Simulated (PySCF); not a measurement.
Species: C₂H₆GeO₂.
SMILES: `C[O][GeH2][CH]=O`

Jobs on this species (11 atoms, 66 electrons) with PySCF (density fitting). Hardware of each: one thread, Arm Neoverse N1 (aarch64), no GPU, shared host. Other jobs ran on the host; a repeat could differ by tens of per cent or more. Peak memory is the resident size of the whole Python process, interpreter and libraries included.

| level and settings | work | basis functions | SCF cycles | wall time | peak memory |
| --- | --- | --- | --- | --- | --- |
| delta-SCF UKS B3LYP, pcX-2 on the ionised atom, pcseg-1 elsewhere, spin-free X2C | ΔSCF core ionisation, 4 holes | 144 | ? | ? | ? |
| delta-SCF UKS SCAN, pcX-2 on the ionised atom, pcseg-1 elsewhere, non-relativistic | ΔSCF core ionisation, 4 holes | 144 | ? | ? | ? |
| delta-SCF UKS SCAN, pcX-2 on the ionised atom, pcseg-1 elsewhere, spin-free X2C | ΔSCF core ionisation, 4 holes | 144 | 180 | 67 s | 0.47 GiB |
| PBE0-D3(BJ)/def2-SVP, grid level 1 | geometry optimisation from a GFN2-xTB start shaken at random | 118 | 56 | 65 s | 0.49 GiB |
| delta-SCF UKS SCAN, def2-TZVP on the ionised atom, pcseg-1 elsewhere, spin-free X2C | ΔSCF core ionisation, 4 holes | 130 | 126 | 47 s | 0.47 GiB |
| delta-SCF UKS PBE, pcX-2 on the ionised atom, pcseg-1 elsewhere, spin-free X2C | ΔSCF core ionisation, 4 holes | 144 | 344 | 70 s | 0.46 GiB |
| delta-SCF UKS SCAN, pcX-1 on the ionised atom, pcseg-1 elsewhere, spin-free X2C | ΔSCF core ionisation, 4 holes | 123 | 249 | 74 s | 0.47 GiB |
| delta-SCF UKS PBE0, pcX-2 on the ionised atom, pcseg-1 elsewhere, spin-free X2C | ΔSCF core ionisation, 4 holes | 144 | 68 | 48 s | 0.55 GiB |

Problem. Fill in the missing figures.

Solution. 
- delta-SCF UKS B3LYP, pcX-2 on the ionised atom, pcseg-1 elsewhere, spin-free X2C; ΔSCF core ionisation, 4 holes: 49 s, 0.55 GiB, 68 SCF cycles
- delta-SCF UKS SCAN, pcX-2 on the ionised atom, pcseg-1 elsewhere, non-relativistic; ΔSCF core ionisation, 4 holes: 63 s, 0.47 GiB, 171 SCF cycles

Problem. What do all jobs in the table cost together?

Solution. About 8.1 min; the longest takes about 15 % of that, and about 1.6 times as long as the shortest.
